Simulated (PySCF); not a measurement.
Molecule: sum formula BN$_{3}$H$_{5}$ (charge 0, doublet). It need not be the lowest isomer of its formula. 
Geometry from a B3LYP-D3(BJ)/def2-TZVP (Ansatz) optimisation:
```xyz
9

B      0.0394     0.0100    -0.0037
N      1.4919     0.0940    -0.1718
N     -0.6022    -1.2419     0.2227
N     -0.6945     1.2161    -0.1354
H      2.0107    -0.4323     0.5339
H     -0.0840    -2.1003     0.2830
H     -1.5855    -1.3862     0.0665
H     -0.2312     2.0824    -0.3444
H     -1.6732     1.3093     0.0703
```
Charge 0, spin multiplicity 2.

Dispersion corrections to the total energy (kcal/mol) from the dftd3 and dftd4 libraries through PySCF: D3(BJ) without and D4 with the three-body term, each with the damping fitted for the functional named.

```json
[
 {"functional": "PBE", "D3(BJ)": "-3.26", "D4": "-2.97"},
 {"functional": "B2GP-PLYP", "D3(BJ)": "-1.74", "D4": "-1.21"},
 {"functional": "HSE06", "D3(BJ)": "-1.94", "D4": "___"},
 {"functional": "BHLYP", "D3(BJ)": "-4.15", "D4": "-3.23"},
 {"functional": "PBE0", "D3(BJ)": "-2.73", "D4": "___"},
 {"functional": "TPSS", "D3(BJ)": "-4.02", "D4": "___"},
 {"functional": "HF", "D3(BJ)": "-27.21", "D4": "-11.78"}
]
```

Problem. Fill in the missing entries.

Solution. 
- HSE06, D4: -2.26
- PBE0, D4: -2.46
- TPSS, D4: -4.04
